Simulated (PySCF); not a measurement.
Isomers of C4H5FOSi, one GFN2-xTB conformer each. Single-point energies are computed at PBE0/pcSseg-1 (PySCF, gas phase, no added dispersion term), electronic only.

```tsv
SMILES	GFN2-xTB relative energy (kJ/mol)
O=C1C=C([SiH2]F)C1	0.0
O=C1C=C(F)[SiH2]C1	99.0
```

Conformers: `[O:1]=[C:2]1[CH:3]=[C:4]([SiH2:5][F:6])[CH2:7]1` with C3–C4–Si5–F6 180°.

Problem. What does PBE0/pcSseg-1 give for the same structures?

Solution. 
| SMILES | PBE0/pcSseg-1 E (Eh) | PBE0/pcSseg-1 (kJ/mol) | GFN2-xTB (kJ/mol) | point group |
| --- | --- | --- | --- | --- |
| O=C1C=C([SiH2]F)C1 | -619.46526 | 0.0 | 0.0 | Cs |
| O=C1C=C(F)[SiH2]C1 | -619.44598 | 50.6 | 99.0 | C1 |

Both levels put the same isomer lowest. As drawn, the lower has a four-membered ring and an Si–F bond, which the higher lacks.

Problem. Which frontier levels, dipoles and rotational constants go with these structures?

Solution. 
```tsv
SMILES	HOMO (eV, PBE0/pcSseg-1)	LUMO (eV)	dipole (D)	A, B, C (MHz)
O=C1C=C([SiH2]F)C1	-7.57	-2.14	2.93	7232, 1076, 953.1
O=C1C=C(F)[SiH2]C1	-7.48	-1.70	2.92	3426, 1876, 1242
```
